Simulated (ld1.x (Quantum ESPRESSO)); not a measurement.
## Transferability test, TM potential for oxygen

- Element: O
- Generator: ld1.x (Quantum ESPRESSO) 7.5
- Type: norm-conserving Troullier–Martins (Kleinman–Bylander form)
- Functional: BLYP
- Relativity: scalar-relativistic
- Frozen core: [He]
- Valence charge: 6
- Reference configuration: 2s2 2p3.5 (charge +0.5)
- Partial waves: 2s (bound): rc 0.70 bohr; 2p (bound): rc 1.65 bohr
- Local potential: all-electron potential smoothed inside 1.74 bohr (lloc = -1)
- Core correction: a·sin(br)/r model core, default radius (core density twice the valence density)

Energies are relative to the spin-unpolarised reference configuration 2s2 2p3.5; without spin polarisation the order of configurations can differ from experiment.

| valence configuration | charge | ΔE all-electron (eV) | error AE − PS (meV) |
| --- | --- | --- | --- |
| 2s2 2p4 | 0 | -6.283 | +2.6 |
| 2s2 2p3 | +1 | 10.146 | +9.1 |
| 2s2 2p2 | +2 | 43.754 | +204 |
| 2s2 2p4.3 | -0.3 | -8.403 | +3.0 |
| 2s0 2p6 | 0 | 23.429 | +112 |
| 2s2 2p0 | +4 | 174.724 | +3379 |
| 2s1 2p4 | +1 | 25.239 | -37 |
